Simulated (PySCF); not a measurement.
**Converging GeH in the basis (MP2)**

PySCF, UHF reference; doublet, unpaired electrons π ↑; De to Ge + H without counterpoise correction. Frozen cores follow the default of each basis and core potential.

| basis | relativity | functions | Re (Å) | ωe (cm⁻¹) | De (eV) | frozen orbitals |
| --- | --- | --- | --- | --- | --- | --- |
| cc-pVDZ-PP/cc-pVDZ | scalar-relativistic core potentials | 28 | 1.592 | 1951 | 2.52 | 4 |
| aug-cc-pVDZ-PP/aug-cc-pVDZ | scalar-relativistic core potentials | 41 | 1.592 | 1932 | 2.58 | 4 |
| def2-SVPD | no relativity | 46 | 1.582 | 1988 | 2.60 | 9 |
| def2-TZVPP | no relativity | 62 | 1.579 | 1977 | 2.73 | 9 |
| def2-TZVPPD | no relativity | 71 | 1.578 | 1976 | 2.74 | 9 |

**Question.** How does each smaller set differ from the one with most functions, def2-TZVPPD?

**Answer.** cc-pVDZ-PP/cc-pVDZ: +1.4 pm, -1.3 % in ωe, -0.22 eV in De; aug-cc-pVDZ-PP/aug-cc-pVDZ: +1.4 pm, -2.2 % in ωe, -0.16 eV in De; def2-SVPD: +0.4 pm, +0.6 % in ωe, -0.14 eV in De; def2-TZVPP: +0.1 pm, +0.1 % in ωe, -0.01 eV in De. All at MP2; the set with most functions is neither the basis-set limit nor always the best. The rows treat relativity differently, so the differences are not basis effects alone.

Correlated steps freeze the inner cores (4 to 9 orbitals); shallow outer-core shells are correlated. Correlated levels converge slowly with the basis: in double zeta they bind strong bonds too weakly, by up to about 1 eV, and carry superposition errors of some tenths. Spin–orbit coupling is left out. The state was picked by a PBE0 search and need not be the measured ground state.
